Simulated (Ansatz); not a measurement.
C$_{2}$H$_{10}$B$_{2}$Si at its PBE0-D4/def2-TZVP geometry, where that method's forces vanish. Total charge 0; spin multiplicity 1. The bonds changed during the relaxation, so this is another structure than the one it started from.

```xyz
15

B     1.4544    0.0502    0.0412
B     0.8603   -0.9092   -1.0023
C     0.0853   -1.7762   -1.9831
Si   -0.6000    0.3569    0.4755
C    -0.5867    1.6616    1.8230
H     1.7796    1.1548   -0.3151
H     1.8523   -0.3769    1.0943
H    -0.7346   -2.3062   -1.4874
H     0.7233   -2.4997   -2.4957
H    -0.3671   -1.1227   -2.7392
H    -1.4196    0.8535   -0.6732
H    -1.3046   -0.8632    0.9762
H    -0.1124    2.5750    1.4597
H    -1.6065    1.8959    2.1383
H    -0.0237    1.3062    2.6878
```

Q: What forces (eV/Å) does ωB97M-V/def2-TZVPP give on these atoms in Ansatz 0.2.0? (Best estimate.)

A: Computed: 
```
B1   0.077  0.012  0.007
B2   0.051  0.102  0.112
C3  -0.063 -0.078 -0.081
Si4 -0.138 -0.041 -0.033
C5  -0.011 -0.002 -0.001
H6  -0.054 -0.120  0.028
H7  -0.062  0.035 -0.116
H8   0.058  0.046 -0.025
H9  -0.052  0.067  0.048
H10  0.032 -0.037  0.057
H11  0.079 -0.053  0.101
H12  0.068  0.110 -0.054
H13 -0.033 -0.061  0.029
H14  0.087 -0.010 -0.016
H15 -0.040  0.028 -0.057
```
